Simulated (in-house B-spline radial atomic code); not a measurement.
RPA and G0W0 for Cl VI (Cl5+), [Ne] 3s2, as one setting changes: the share of exact exchange in the PBE hybrid start. A dash marks a level of low quasi-particle weight. Computed with an all-electron radial atomic-structure program (B-spline basis): all electrons, non-relativistic, point nucleus, each spin shell either full or empty, empty states to l = 9 with an (l + 1/2)⁻⁴ tail; G0W0 by contour deformation at full frequency.

```tsv
share of exact exchange in the PBE hybrid start	mean-field level (eV)	G0W0 level (eV)	RPA correlation (Eh)
0	-89.14	3s -97.21	-0.76648
0.1	?	?	?
0.2	-90.50	3s -97.11	-0.74471
0.3	-91.18	3s -97.07	-0.73489
0.4	-91.86	3s -97.02	-0.72565
0.5	-92.53	3s -96.98	-0.71691
0.6	-93.21	3s -96.94	-0.70861
0.7	?	?	?
0.8	-94.56	3s -96.86	-0.69314
0.9	-95.23	3s -96.83	-0.68588
1	-95.90	3s -96.80	-0.67891
```

Q: What belongs in the row for 0.1?

A: mean-field level (eV): -89.82; G0W0 level (eV): 3s -97.16; RPA correlation (Eh): -0.75519.

Q: What belongs in the row for 0.7?

A: mean-field level (eV): -93.88; G0W0 level (eV): 3s -96.90; RPA correlation (Eh): -0.7007.
